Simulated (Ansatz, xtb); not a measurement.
C3H11NSi: which of two isomers lies lower

Structure I is `NCCC[SiH3]`, a singlet and structure II is `CC(C)(N)[SiH3]`, a singlet. Both are isolated molecules in the gas phase, relaxed with B3LYP/def2-SVP; the shapes shown needn't be the lowest conformers.

I (Å):

```yaml
atoms:
  - { symbol: C, position_ang: [0.5832, 0.9027, 0.5511] }
  - { symbol: C, position_ang: [-0.3126, -0.2554, 0.9919] }
  - { symbol: C, position_ang: [-0.0582, -1.5653, 0.2300] }
  - { symbol: N, position_ang: [0.3262, 1.2268, -0.8493] }
  - { symbol: Si, position_ang: [-0.1498, -1.5628, -1.6762] }
  - { symbol: H, position_ang: [-0.5544, 1.7308, -0.9558] }
  - { symbol: H, position_ang: [1.0582, 1.8126, -1.2483] }
  - { symbol: H, position_ang: [1.6406, 0.5971, 0.6401] }
  - { symbol: H, position_ang: [0.4490, 1.7606, 1.2432] }
  - { symbol: H, position_ang: [-1.3683, 0.0494, 0.8633] }
  - { symbol: H, position_ang: [-0.1783, -0.4170, 2.0765] }
  - { symbol: H, position_ang: [0.9359, -1.9689, 0.4998] }
  - { symbol: H, position_ang: [-0.7813, -2.3288, 0.5664] }
  - { symbol: H, position_ang: [-0.3374, -3.0052, -2.0614] }
  - { symbol: H, position_ang: [-1.3420, -0.8374, -2.2054] }
  - { symbol: H, position_ang: [1.0967, -1.1261, -2.3647] }
```

II (Å):

```xyz
16

C    -0.6274    1.1051    0.7029
C     0.8054    1.1934    1.2484
C     1.1912   -0.1257    1.9336
N     0.8341    2.2601    2.2727
Si    2.0431    1.6029   -0.1710
H    -1.3291    0.9122    1.5324
H    -0.9376    2.0459    0.2172
H    -0.7305    0.2966   -0.0384
H     1.1480   -0.9749    1.2330
H     2.2125   -0.0860    2.3489
H     0.4998   -0.3254    2.7700
H     0.5864    3.1646    1.8687
H     1.7694    2.3641    2.6692
H     2.0866    0.5768   -1.2607
H     3.4164    1.7348    0.4067
H     1.6676    2.9178   -0.7770
```

Quicker runs give these differences E(II) − E(I): GFN2-xTB +0.006 eV; HF/STO-3G +0.015 eV (at GFN2-xTB geometries); r2SCAN-D4/def2-SVP +0.045 eV (at GFN2-xTB geometries).

Q: Estimate E(II) − E(I) at the level CCSD(T)/def2-SVP + ΔMP2/def2-TZVPP.

A: Too close to call at this level: CCSD(T)/def2-SVP + ΔMP2/def2-TZVPP gives E(II) − E(I) = +0.007 eV.

The same difference at several levels:

| level | geometry | E(II) − E(I) (eV) | departure from the last row (eV) | job, with rough time for the two |
| --- | --- | --- | --- | --- |
| GFN2-xTB | GFN2-xTB | +0.006 | −0.001 | optimisation, 0.17 s |
| HF/STO-3G | GFN2-xTB | +0.015 | +0.009 | single point, 0.42 s |
| r2SCAN-D4/def2-SVP | GFN2-xTB | +0.045 | +0.038 | single point, 3.4 s |
| B3LYP/def2-SVP | B3LYP/def2-SVP | +0.120 | +0.113 | optimisation, 39 s |
| HF/def2-SVP | B3LYP/def2-SVP | +0.184 | +0.177 | part of the CCSD(T) run |
| MP2/def2-SVP | B3LYP/def2-SVP | +0.046 | +0.040 | part of the CCSD(T) run |
| CCSD(T)/def2-SVP | B3LYP/def2-SVP | +0.056 | +0.050 | single point |
| CCSD(T)/def2-SVP + ΔMP2/def2-TZVPP | B3LYP/def2-SVP | +0.007 |  | single point, 41 s |

As drawn, both hold the same kinds of bond in the same numbers. Structure I has 0 methyl groups, II 2.

The largest departure from CCSD(T)/def2-SVP + ΔMP2/def2-TZVPP is that of HF/def2-SVP, 0.177 eV. The last row adds to CCSD(T) the change of the MP2 difference between the two basis sets, here −0.050 eV.

With thermal terms from frequencies at re-optimised GFN2-xTB minima (ideal gas, soft modes damped towards free rotors, one conformer each, 298.15 K, 1 atm): on the last row, ΔE + ΔZPE = −0.050, ΔH = −0.024, ΔG = −0.064 eV.

The correlated steps freeze 9 core orbitals. Programs: Ansatz 0.2.0, xtb 6.7.1; the last row on 2 threads of Intel(R) Xeon(R) 6975P-C (Granite Rapids) on a shared host.
